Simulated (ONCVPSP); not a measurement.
## PBEsol ONCV dataset for aluminium (Al), scalar-relativistic all-electron reference.

* Element: Al (Z = 13)
* Generator: ONCVPSP 4.0.1
* Type: optimised norm-conserving Vanderbilt (ONCV)
* Functional: PBEsol
* Relativity: scalar-relativistic
* Frozen core: [Ne]
* Valence charge: 3
* Reference configuration: 3s2 3p1
* Partial waves: 3s: rc 1.45 bohr, ncon 3, nbas 7, qcut 4.8 1/bohr, 2 projectors, debl 3.4 Ha; 3p: rc 2.70 bohr, ncon 4, nbas 8, qcut 3 1/bohr, 1 projector; d scattering state at 0.31 Ha: rc 2.45 bohr, ncon 4, nbas 9, qcut 4.5 1/bohr, 2 projectors, debl 2.7 Ha
* Local potential: polynomial inside 1.40 bohr (lpopt 5, dvloc0 0 Ha)
* Core correction: Teter function, fcfact 4.5, rcfact 1.74

All-electron outer shells of the reference configuration (PBEsol, scalar-relativistic, ld1.x):

| shell | level (eV) | outermost node (bohr) | outermost maximum (bohr) |
| --- | --- | --- | --- |
| 2s | -107.85 | 0.16 | 0.50 |
| 2p | -69.54 | – | 0.43 |
| 3s | -7.71 | 0.80 | 2.09 |
| 3p | -2.69 | 0.82 | 2.64 |

Results:

| Property | Result |
| --- | --- |
| Cutoffs needed | 7.1 Ha and 43 Ha (the cutoffs (Ha) at which the residual kinetic energy of the hardest occupied pseudo-wave falls to 1 and 0.1 mHa per electron) The cutoffs count occupied waves only; projector 2 of the s channel, the hardest unoccupied one, needs 63 Ha at the loose tolerance. |
| Ghost test | ghosts flagged at negative energy: s at -95.6 eV; no localised positive-energy state flagged; a true bound ghost makes a file unfit for plane-wave use |
| Largest excitation error | -147 meV (all-electron minus pseudo) for 3s1 3p0, out of 4 test configurations |
| rms error of d²Exc/dni dnj | 1.59 mHa without and 4.04 mHa with the model core |

Generation and tests took about 4 s on one core of a shared server CPU.
